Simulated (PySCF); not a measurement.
Trimethylsilane, C3H10Si.
Atom-mapped SMILES: `[CH3:1][SiH:2]([CH3:3])[CH3:4]` (hydrogens: H5, H6, H7 on C1; H8 on Si2; H9, H10, H11 on C3; H12, H13, H14 on C4)

All values: wB97X-D/pcSseg-2 (PySCF, non-relativistic), on one gas-phase PBE0-D3(BJ)/def2-TZVP geometry that isn't relaxed in the solvent. The solvent is an IEF-PCM continuum (Bondi radii, 1.10 Å for H, scaled by 1.2). The model holds no explicit solvent molecules, cavitation or dispersion.

Gas phase at wB97X-D/pcSseg-2: HOMO -10.43 eV, LUMO 2.21 eV, dipole 0.58 D.

Q: What does the continuum do to the energy, the frontier levels and the dipole at wB97X-D/pcSseg-2 in chloroform?

A: 
```json
{"solvent": "chloroform", "ε": "4.711", "E(solvent) − E(gas) (kcal/mol)": "-0.95", "polarisation term (kcal/mol)": "-1.01", "distortion of the solute (kcal/mol)": "0.06", "HOMO (eV)": "-10.33", "LUMO (eV)": "2.35", "dipole (D)": "0.74"}
```

The first energy column is the sum of the next two and covers electrostatics alone.

On 2 threads of an Intel Xeon at 2.70 GHz (shared host), this took 59 s wall, 2.2 min CPU and 2.1 GiB of memory at its peak. This is the whole shielding run at wB97X-D/pcSseg-2 in chloroform, SCF included.

wB97X-D is run here without its empirical dispersion term; that term would change no orbital, density or response property at a fixed geometry.
